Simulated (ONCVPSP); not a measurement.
Ag (Z = 47): one change to an ONCV potential, before and after

```json
{"Element": "Ag (Z = 47)", "Generator": "ONCVPSP 4.0.1", "Type": "optimised norm-conserving Vanderbilt (ONCV)", "Functional": "PBEsol", "Relativity": "scalar-relativistic", "Frozen core": "[Ar] 3d10", "Valence charge": "19", "Reference configuration": "4s2 4p6 4d10 (charge +1)", "Partial waves": "4s: rc 1.55 bohr, ncon 3, nbas 7, qcut 7.5 1/bohr, 2 projectors, debl 2.6 Ha; 4p: rc 1.60 bohr, ncon 3, nbas 6, qcut 9.8 1/bohr, 1 projector; 4d: rc 1.70 bohr, ncon 4, nbas 9, qcut 8.1 1/bohr, 2 projectors, debl 2.5 Ha", "Local potential": "polynomial inside 1.00 bohr (lpopt 5, dvloc0 -1 Ha)", "Core correction": "none"}
```

In the s channel the program set the typed energies aside and used -3.792, 0.250 Ha.

Change: all radii scaled by about 1.16 (s 1.80, p 1.86, d 1.98 bohr); local potential polynomial inside 1.16 bohr (lpopt 5, dvloc0 -1 Ha). In the s channel the program set the typed energies aside and used -3.792, 0.050 Ha.

Cutoffs: the cutoffs (Ha) at which the residual kinetic energy of the hardest occupied pseudo-wave falls to 1 and 0.1 mHa per electron; they do not see the model core or the augmentation charge, which bear on the density cutoff. Errors are all-electron minus pseudo energies relative to the spin-unpolarised reference configuration.

Question: How do hardness, ghosts and transferability respond?

Answer: The potential gets softer (26 Ha and 30 Ha → 23 Ha and 27 Ha); of the 4 tests that both files solve, the error grows in 4 and shrinks in 0 by more than 15 % and 0.3 meV (median size 4.9 → 12.6 meV); neither file shows a bound ghost. A larger radius leaves more room for a smooth pseudo-wave, so fewer plane waves are needed. More of the atom is replaced by a form fitted at one configuration, so other configurations suffer.

```tsv
quantity	base	changed
cutoff, loose	26 Ha	23 Ha
cutoff, tight	30 Ha	27 Ha
loose cutoff by channel	s 19 Ha, p 18 Ha, d 26 Ha	s 13 Ha, p 20 Ha, d 23 Ha
bound ghosts	none	none
GHOST(+) flags under 300 eV	s at 144.9 eV	s at 168.4 eV
error for 4s2 4p6 4d10 5s1, meV [ΔE -7.75 eV]	+2.4	+3.1
error for 4s2 4p6 4d9, meV [ΔE 22.11 eV]	+0.7	+6.4
error for 4s2 4p6 4d8, meV [ΔE 58.30 eV]	+17	+53
error for 4s2 4p6 4d9 5s2, meV [ΔE -3.70 eV]	+7.3	+19
```
